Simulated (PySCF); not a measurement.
Ligands exchanged one at a time, Al Br-H. All species are isolated molecules in the gas phase. Strings in code marks are SMILES.

The S1 excitation (TDA) from two functionals at the same geometries (B3LYP-D3(BJ)/def2-TZVP), both in PySCF: PBE-D3(BJ)/def2-TZVP and B3LYP-D3(BJ)/def2-TZVP. B3LYP has the VWN-RPA correlation part, as in Gaussian. Excitations are Tamm–Dancoff values on a coarser integration grid. The basis has no diffuse functions, so Rydberg states are missing or too high.

| species | PBE-D3(BJ)/def2-TZVP (eV) | B3LYP-D3(BJ)/def2-TZVP (eV) |
|---|---|---|
| 0 of 3 Br replaced by H | 5.04 | 5.49 |
| 1 of 3 Br replaced by H | 5.00 | 5.46 |
| 2 of 3 Br replaced by H | 4.57 | 4.98 |

Over these rows, drawn at random from the members with no instability flagged (it was tested for open shells, ions and some series alone), PBE minus B3LYP-D3(BJ): mean -0.43 eV, from -0.45 eV to -0.40 eV.
